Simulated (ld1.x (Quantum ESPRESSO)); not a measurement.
# Pseudopotential generation for Si: TM, LDA (PZ), scalar-relativistic.

Input for ld1.x (Quantum ESPRESSO) 7.5:

```
&input
   title='Si', zed=14., rel=1, dft='PZ', iswitch=3,
   config='[Ne] 3s2 3p2 3d-2',
   nld=3, rlderiv=0.85, eminld=-12.0, emaxld=5.0, deld=0.04
 /
 &inputp
   pseudotype=2, tm=.true., lloc=-2, rcloc=0.55,
   nlcc=.true., rcore=0.60,
   file_pseudopw='Si.UPF', file_wfcaegen='ae.wfc', file_wfcncgen='nc.wfc', file_beta='beta', file_chi='chi'
 /
3
2S  1  0   2.00   0.00  0.65  0.65  0.0
2P  2  1   6.00   0.00  0.75  0.75  0.0
3D  3  2  -2.00  -0.15  0.60  0.60  0.0
 &test
   configts(1)='2s2 2p6 3s2 3p2'
 /
```

Command:

```bash
ld1.x < Si.in > Si.out
```

Output (shortened: banner, matrices, multipoles, cross overlaps and the repeated all-electron block are left out):

```
Program LD1 v.7.5
     --------------------------- All-electron run ----------------------------

     Si
     scalar relativistic calculation

     atomic number is 14.00
     dft =PZ   lsd =0 sic =0 latt =0  beta=0.20 tr2=1.0E-14
     Exchange-correlation= PZ
                           (   1   1   0   0   0   0   0)
     mesh =1141 r(mesh) = 100.57892 a.u. xmin = -7.00 dx = 0.01250
     1 Ry =  13.60569312 eV, c = 137.03599908

     n l     nl                  e(Ry)          e(Ha)          e(eV)
     1 0     1S 1( 2.00)      -130.7150       -65.3575     -1778.4678
     2 0     2S 1( 2.00)       -10.1968        -5.0984      -138.7341
     2 1     2P 1( 6.00)        -7.0265        -3.5133       -95.6005
     3 0     3S 1( 2.00)        -0.8000        -0.4000       -10.8844
     3 1     3P 1( 2.00)        -0.3064        -0.1532        -4.1687

     final scf error:  7.1E-15 reached in  24 iterations

     Etot =    -577.639429 Ry,    -288.819714 Ha,   -7859.184802 eV

     Ekin =     578.502686 Ry,     289.251343 Ha,    7870.930010 eV
     Encl =   -1380.991066 Ry,    -690.495533 Ha,  -18789.340653 eV
     Eh   =     264.037620 Ry,     132.018810 Ha,    3592.414836 eV
     Exc  =     -39.188668 Ry,     -19.594334 Ha,    -533.188995 eV

     normalization and overlap integrals

     s(1S/1S) =  1.000000  <r> =   0.1116  <r2> =    0.0168  r(max) =   0.0732
     s(2S/2S) =  1.000000  <r> =   0.5706  <r2> =    0.3895  r(max) =   0.4543
     s(2P/2P) =  1.000000  <r> =   0.5387  <r2> =    0.3668  r(max) =   0.3861
     s(3S/3S) =  1.000000  <r> =   2.1579  <r2> =    5.4402  r(max) =   1.7744
     s(3P/3P) =  1.000000  <r> =   2.7934  <r2> =    9.4068  r(max) =   2.1403

     ------------------------ End of All-electron run ------------------------

     --------------------- Generating NC pseudopotential ---------------------

      Generating local potential from pseudized AE potential:
      Matching radius rcloc =   0.5500
      Enforcing V''(0)=0 (lloc=-2)

      Local pseudo, rcloc= 0.555 Estimated cut-off energy=    97.83 Ry

      Computing core charge for nlcc:

       r > 0.61 : true rho core
       r < 0.61 : rho core = a sin(br)/r    a=   0.47  b=   4.75

      Integrated core pseudo-charge :   3.95

      Wfc   2S  rcut= 0.645  Using Troullier-Martins method

      Wfc   2P  rcut= 0.749  Using Troullier-Martins method

      Wfc   3D  rcut= 0.598  Using Troullier-Martins method

     ------------------- End of pseudopotential generation -------------------

     Computing logarithmic derivative in   0.85403
     Computing logarithmic derivative in   0.85403
     Computing the partial wave expansion
     R is outside the sphere for l=    0 j= 0.00
     R is outside the sphere for l=    1 j= 0.00
     R is outside the sphere for l=    2 j= 0.00

     ---------------------- Testing the pseudopotential ----------------------

     Si
     scalar relativistic calculation

     atomic number is 14.00   valence charge is 12.00
     dft =PZ   lsd =0 sic =0 latt =0  beta=0.20 tr2=1.0E-14
     mesh =1141 r(mesh) = 100.57892 xmin = -7.00 dx = 0.01250

     n l     nl             e AE (Ry)        e PS (Ry)    De AE-PS (Ry)
     1 0     2S   1( 2.00)      -10.19677      -10.19700        0.00023
     2 1     2P   1( 6.00)       -7.02650       -7.02660        0.00010
     2 0     3S   1( 2.00)       -0.79999       -0.80226        0.00227
     3 1     3P   1( 2.00)       -0.30639       -0.30281       -0.00359

     eps = 4.9E-15  iter = 16

     Etot =    -577.639429 Ry,    -288.819714 Ha,   -7859.184802 eV
     Etotps =  -204.230589 Ry,    -102.115294 Ha,   -2778.698718 eV

     Ekin =     147.647502 Ry,      73.823751 Ha,    2008.846605 eV
     Encl =    -423.675022 Ry,    -211.837511 Ha,   -5764.392330 eV
     Ehrt =     143.999420 Ry,      71.999710 Ha,    1959.211913 eV
     Ecxc =     -24.880953 Ry,     -12.440476 Ha,    -338.522610 eV
     (Ecc =      -1.900229 Ry,      -0.950114 Ha,     -25.853927 eV)
     Epseu=     -47.321536 Ry,     -23.660768 Ha,    -643.842296 eV

     ---------------------- End of pseudopotential test ----------------------
```

ld1.x takes every shell without a wave as core, so the model core holds the 3p, 3s electrons as well and exchange and correlation see them twice. This cancels in the reference configuration, but the file is broken for other ones, and its errors say nothing about a proper core correction.

Generation and configuration tests took about 1.8 s on one core of a shared server CPU.

Transferability test of the new file with ld1.x, input:

```
&input
   title='Si', zed=14., rel=1, dft='PZ', iswitch=2,
   config='[Ne] 3s2 3p2 3d-2'
 /
 &test
   file_pseudo='Si.UPF', nconf=10,
   configts(1)='2s2 2p6 3s2 3p2',
   configts(2)='2s2 2p6 3s2 3p1',
   configts(3)='2s2 2p6 3s2 3p0',
   configts(4)='2s2 2p6 3s1 3p0',
   configts(5)='2s2 2p6 3s1 3p2',
   configts(6)='2s2 2p6 3s2 3p1.5',
   configts(7)='2s2 2p6 3s0 3p4',
   configts(8)='2s1 2p6 3s2 3p2',
   configts(9)='2s2 2p6 3s2 3p2', lsdts(9)=1,
   configts(10)='2s2 2p6 3s2 3p1', lsdts(10)=1
 /
```

```bash
ld1.x < Si.test.in > Si.test.out
```

Pseudopotential blocks of its output, shortened (energy terms left out):

```
     ---------------------- Testing the pseudopotential ----------------------

     n l     nl             e AE (Ry)        e PS (Ry)    De AE-PS (Ry)
     1 0     2S   1( 2.00)      -10.19677      -10.19700        0.00023
     2 1     2P   1( 6.00)       -7.02650       -7.02660        0.00010
     2 0     3S   1( 2.00)       -0.79999       -0.80226        0.00227
     3 1     3P   1( 2.00)       -0.30639       -0.30281       -0.00359

     eps = 4.8E-15  iter = 16

     Etot =    -577.639429 Ry,    -288.819714 Ha,   -7859.184802 eV
     Etotps =  -204.230589 Ry,    -102.115294 Ha,   -2778.698718 eV

     ---------------------- End of pseudopotential test ----------------------

          ---------------------- Testing the pseudopotential ----------------------

     n l     nl             e AE (Ry)        e PS (Ry)    De AE-PS (Ry)
     1 0     2S   1( 2.00)      -10.89541      -10.90223        0.00682  !
     2 1     2P   1( 6.00)       -7.72637       -7.73240        0.00603  !
     2 0     3S   1( 2.00)       -1.40446       -1.42320        0.01875  !
     3 1     3P   1( 1.00)       -0.86384       -0.87857        0.01473  !

     eps = 7.7E-16  iter = 19

     Etot =    -577.064005 Ry,    -288.532002 Ha,   -7851.355761 eV
     Etotps =  -203.650048 Ry,    -101.825024 Ha,   -2770.800055 eV
     dEtot_ae =       0.575424 Ry
     dEtot_ps =       0.580541 Ry,   Delta E=      -0.005117 Ry

     ---------------------- End of pseudopotential test ----------------------

          ---------------------- Testing the pseudopotential ----------------------

     n l     nl             e AE (Ry)        e PS (Ry)    De AE-PS (Ry)
     1 0     2S   1( 2.00)      -11.76464      -11.77106        0.00641  !
     2 1     2P   1( 6.00)       -8.59808       -8.60244        0.00437
     2 0     3S   1( 2.00)       -2.10683       -2.14992        0.04308  !
     3 1     3P   1( 0.00)       -1.51840       -1.55976        0.04136  !

     eps = 7.8E-15  iter = 16

     Etot =    -575.879637 Ry,    -287.939818 Ha,   -7835.241612 eV
     Etotps =  -202.438606 Ry,    -101.219303 Ha,   -2754.317556 eV
     dEtot_ae =       1.759792 Ry
     dEtot_ps =       1.791982 Ry,   Delta E=      -0.032190 Ry

     ---------------------- End of pseudopotential test ----------------------

          ---------------------- Testing the pseudopotential ----------------------

     n l     nl             e AE (Ry)        e PS (Ry)    De AE-PS (Ry)
     1 0     2S   1( 2.00)      -12.87260      -12.88098        0.00838  !
     2 1     2P   1( 6.00)       -9.70792       -9.71451        0.00658  !
     2 0     3S   1( 1.00)       -2.91757       -3.00729        0.08972  !
     3 1     3P   1( 0.00)       -2.28100       -2.36723        0.08623  !

     eps = 1.3E-15  iter = 14

     Etot =    -573.370043 Ry,    -286.685022 Ha,   -7801.096854 eV
     Etotps =  -199.865323 Ry,     -99.932661 Ha,   -2719.306248 eV
     dEtot_ae =       4.269385 Ry
     dEtot_ps =       4.365266 Ry,   Delta E=      -0.095881 Ry

     ---------------------- End of pseudopotential test ----------------------

          ---------------------- Testing the pseudopotential ----------------------

     n l     nl             e AE (Ry)        e PS (Ry)    De AE-PS (Ry)
     1 0     2S   1( 2.00)      -11.00940      -11.01862        0.00921  !
     2 1     2P   1( 6.00)       -7.83905       -7.84900        0.00995  !
     2 0     3S   1( 1.00)       -1.45855       -1.47860        0.02004  !
     3 1     3P   1( 2.00)       -0.90953       -0.92268        0.01315  !

     eps = 5.5E-15  iter = 12

     Etot =    -576.519150 Ry,    -288.259575 Ha,   -7843.942641 eV
     Etotps =  -203.099683 Ry,    -101.549842 Ha,   -2763.311961 eV
     dEtot_ae =       1.120278 Ry
     dEtot_ps =       1.130906 Ry,   Delta E=      -0.010628 Ry

     ---------------------- End of pseudopotential test ----------------------

          ---------------------- Testing the pseudopotential ----------------------

     n l     nl             e AE (Ry)        e PS (Ry)    De AE-PS (Ry)
     1 0     2S   1( 2.00)      -10.52247      -10.52678        0.00431
     2 1     2P   1( 6.00)       -7.35267       -7.35660        0.00392
     2 0     3S   1( 2.00)       -1.08744       -1.09726        0.00983  !
     3 1     3P   1( 1.50)       -0.57065       -0.57550        0.00485

     eps = 9.2E-16  iter = 19

     Etot =    -577.421518 Ry,    -288.710759 Ha,   -7856.219982 eV
     Etotps =  -204.012410 Ry,    -102.006205 Ha,   -2775.730244 eV
     dEtot_ae =       0.217910 Ry
     dEtot_ps =       0.218179 Ry,   Delta E=      -0.000269 Ry

     ---------------------- End of pseudopotential test ----------------------

          ---------------------- Testing the pseudopotential ----------------------

     n l     nl             e AE (Ry)        e PS (Ry)    De AE-PS (Ry)
     1 0     2S   1( 2.00)      -10.42439      -10.42655        0.00216
     2 1     2P   1( 6.00)       -7.25175       -7.25655        0.00480
     2 0     3S   1( 0.00)       -0.90499       -0.90916        0.00417
     3 1     3P   1( 4.00)       -0.38688       -0.38102       -0.00586  !

     eps = 9.1E-15  iter = 12

     Etot =    -576.626655 Ry,    -288.313328 Ha,   -7845.405317 eV
     Etotps =  -203.201732 Ry,    -101.600866 Ha,   -2764.700407 eV
     dEtot_ae =       1.012773 Ry
     dEtot_ps =       1.028857 Ry,   Delta E=      -0.016083 Ry

     ---------------------- End of pseudopotential test ----------------------

          ---------------------- Testing the pseudopotential ----------------------

     n l     nl             e AE (Ry)        e PS (Ry)    De AE-PS (Ry)
     1 0     2S   1( 1.00)      -12.23337      -12.27050        0.03712  !
     2 1     2P   1( 6.00)       -9.11613       -9.14968        0.03355  !
     2 0     3S   1( 2.00)       -1.63846       -1.64809        0.00963  !
     3 1     3P   1( 2.00)       -1.03644       -1.03538       -0.00107

     eps = 6.1E-15  iter = 19

     Etot =    -566.446522 Ry,    -283.223261 Ha,   -7706.897551 eV
     Etotps =  -193.017235 Ry,     -96.508617 Ha,   -2626.133265 eV
     dEtot_ae =      11.192906 Ry
     dEtot_ps =      11.213354 Ry,   Delta E=      -0.020448 Ry

     ---------------------- End of pseudopotential test ----------------------

          ---------------------- Testing the pseudopotential ----------------------

     n l     nl             e AE (Ry)        e PS (Ry)    De AE-PS (Ry)
     1 0     2S   1( 1.00)      -10.18682      -10.19333        0.00651  !
     2 1     2P   1( 3.00)       -7.01826       -7.02410        0.00585  !
     2 0     3S   1( 1.00)       -0.83439       -0.82685       -0.00754  !
     3 1     3P   1( 2.00)       -0.33761       -0.32521       -0.01240  !
     1 0     2S   2( 1.00)      -10.17256      -10.17851        0.00596  !
     2 1     2P   2( 3.00)       -7.00026       -7.00683        0.00657  !
     2 0     3S   2( 1.00)       -0.73192       -0.75914        0.02722  !
     3 1     3P   2( 0.00)       -0.24557       -0.26506        0.01949  !

     eps = 1.0E-15  iter = 21

     Etot =    -577.684373 Ry,    -288.842186 Ha,   -7859.796298 eV
     Etotps =  -204.260584 Ry,    -102.130292 Ha,   -2779.106819 eV
     dEtot_ae =      -0.044944 Ry
     dEtot_ps =      -0.029995 Ry,   Delta E=      -0.014949 Ry

     ---------------------- End of pseudopotential test ----------------------

          ---------------------- Testing the pseudopotential ----------------------

     n l     nl             e AE (Ry)        e PS (Ry)    De AE-PS (Ry)
     1 0     2S   1( 1.00)      -10.89588      -10.90421        0.00833  !
     2 1     2P   1( 3.00)       -7.72798       -7.73515        0.00717  !
     2 0     3S   1( 1.00)       -1.43202       -1.44156        0.00954  !
     3 1     3P   1( 1.00)       -0.88956       -0.89541        0.00585  !
     1 0     2S   2( 1.00)      -10.88669      -10.89474        0.00805  !
     2 1     2P   2( 3.00)       -7.71639       -7.72411        0.00773  !
     2 0     3S   2( 1.00)       -1.36706       -1.40015        0.03309  !
     3 1     3P   2( 0.00)       -0.82875       -0.85766        0.02891  !

     eps = 9.0E-15  iter = 20

     Etot =    -577.079039 Ry,    -288.539519 Ha,   -7851.560306 eV
     Etotps =  -203.659472 Ry,    -101.829736 Ha,   -2770.928278 eV
     dEtot_ae =       0.560390 Ry
     dEtot_ps =       0.571117 Ry,   Delta E=      -0.010727 Ry

     ---------------------- End of pseudopotential test ----------------------
```
